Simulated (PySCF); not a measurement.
Compound: C3H7BFN.
SMILES with atom numbers: `[BH3-:1][N+:2]#[C:3][CH2:4][CH2:5][F:6]` (hydrogens: H7, H8, H9 on B1; H10, H11 on C4; H12, H13 on C5)

Geometry (PBE0-D3(BJ)/def2-SVP, Å), atoms numbered from 1 in this order:
```
atom  x, y, z in Å
B1     2.715   -0.565    0.083
N2     1.299   -0.085   -0.241
C3     0.233    0.275   -0.483
C4    -1.125    0.699   -0.758
C5    -2.156   -0.050    0.085
F6    -3.391    0.418   -0.249
H7     2.615   -1.766    0.295
H8     3.387   -0.314   -0.908
H9     3.066    0.067    1.070
H10   -1.338    0.541   -1.827
H11   -1.206    1.781   -0.565
H12   -1.976    0.120    1.159
H13   -2.107   -1.133   -0.114
```

All values: PBE0/def2-SVPD (PySCF, non-relativistic), on one gas-phase PBE0-D3(BJ)/def2-SVP geometry that isn't relaxed in the solvent. The solvent is an IEF-PCM continuum (van der Waals radii × 1.2), and excitations are vertical TDDFT with non-equilibrium linear response and a frozen core. Only the electrostatic response of the medium enters.

```json
{"run": "gas", "E − E(gas) (kJ/mol)": "0.00", "HOMO (eV)": "-7.81", "HOMO–LUMO gap (eV)": "6.94", "dipole (D)": "5.42", "lowest singlet (eV)": "5.50", "static polarisability (au)": "68.5"}
{"run": "P", "E − E(gas) (kJ/mol)": "-48.80", "HOMO (eV)": "-8.25", "HOMO–LUMO gap (eV)": "7.77", "dipole (D)": "7.03", "lowest singlet (eV)": "6.24", "static polarisability (au)": "86.1"}
{"run": "Q", "E − E(gas) (kJ/mol)": "-46.76", "HOMO (eV)": "-8.23", "HOMO–LUMO gap (eV)": "7.74", "dipole (D)": "6.97", "lowest singlet (eV)": "6.21", "static polarisability (au)": "85.1"}
```

Task: The runs were made in acetone and dimethylsulfoxide. Which run belongs to which solvent?

Result: P = dimethylsulfoxide, Q = acetone. The dielectric constants are 20.49 (acetone), 46.83 (dimethylsulfoxide), and the energy falls further as ε rises. The optical constants n² used for the excitations are 1.85, 2.19 in the same order. In this model the ground state sees the solvent through ε alone.

Task: How constant is the ratio of the lowering to (ε − 1)/(2ε + 1)?

Result: 
```tsv
solvent	(ε − 1)/(2ε + 1)	E − E(gas) (kJ/mol)	ratio (kJ/mol)	polarisation term (kJ/mol)
acetone	0.464	-46.76	-100.7	-57.28
dimethylsulfoxide	0.484	-48.80	-100.8	-60.27
```

The ratio changes by +0.1 % in size from acetone to dimethylsulfoxide. The polarisation term is half the interaction of the solute with the induced surface charges.
